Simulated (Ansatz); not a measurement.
System: AlS (charge 0, doublet). SMILES: [Al][S]
Structure (B3LYP-D3(BJ)/def2-TZVP (Ansatz, a first-principles code) minimum search):
```
Al
S 1 2.0456
```
Charge 0, spin multiplicity 2.

B3LYP/6-31G* beside other levels, property by property. Conventions: 6-31G* and kin with 6d, 5d where marked; non-relativistic; atomisation electronic, to ground-state atoms; valence correlation only; no spin-orbit coupling; UHF or UKS for open shells; each state is the SCF solution reached for its charge and spin. CBS(X,Y): correlation extrapolated as X^-3; Hartree-Fock from the larger set (for Q and 5 zeta extrapolated as (X+1)exp(-9√X)). Ab initio and DFT rows: single points at B3LYP-D3(BJ) geometries (Ansatz), with unscaled harmonic terms from B3LYP/6-31G* (Ansatz) at its own minima, enthalpies of formation by atomisation with measured atoms.

Coupled cluster (Ansatz) is a level with limits of its own, used here on species with T1 under 0.025 (0.045 for open shells) and stable references: (a) CCSD(T)/CBS(aug-cc-pV(T+d)Z,aug-cc-pV(Q+d)Z); (b) CCSD(T)/CBS(cc-pV(Q+d)Z,cc-pV(5+d)Z).

| property | B3LYP/6-31G* (Ansatz) | HF/6-31G* (Ansatz) | PBE/6-31G* (Ansatz) | B3LYP/def2-TZVPD (Ansatz) | to compare with |
|---|---|---|---|---|---|
| atomisation energy (kcal/mol) | 91.2 | 55.2 | 99.8 | 94.5 | 98.3 coupled cluster (b) |
| enthalpy of formation at 298 K (kcal/mol) | 53.6 | 89.6 | 45.0 | 50.3 | 46.5 coupled cluster (b) |
| vertical ionisation energy to the triplet (eV) | 9.28 | 7.86 | 9.38 | 9.26 | 9.34 coupled cluster (a) |
| vertical electron affinity to the singlet (eV) | 2.43 | 1.75 | 2.33 | 2.60 | 2.70 coupled cluster (a) |

As the rows show:
- atomisation energy: B3LYP/6-31G* lies 7.1 kcal/mol below coupled cluster.
- enthalpy of formation at 298 K: B3LYP/6-31G* lies 7.1 kcal/mol above coupled cluster.
- vertical ionisation energy to the triplet: B3LYP/6-31G* lies 0.06 eV below coupled cluster.
- vertical electron affinity to the singlet: B3LYP/6-31G* lies 0.27 eV below coupled cluster.

The properties are those with a value to compare with, at most eight drawn at random. No case is left out for the size of its miss. Left out are saddle points of the reference geometry, anions that the best level run finds unbound, excited spin states, species near biochemistry, 298 K rows of species without real B3LYP wavenumbers, cases with under five habitual levels, runs that failed or that the program found above a lower state of the same kind, table entries that another table contradicts, and a share of species set aside by lot.
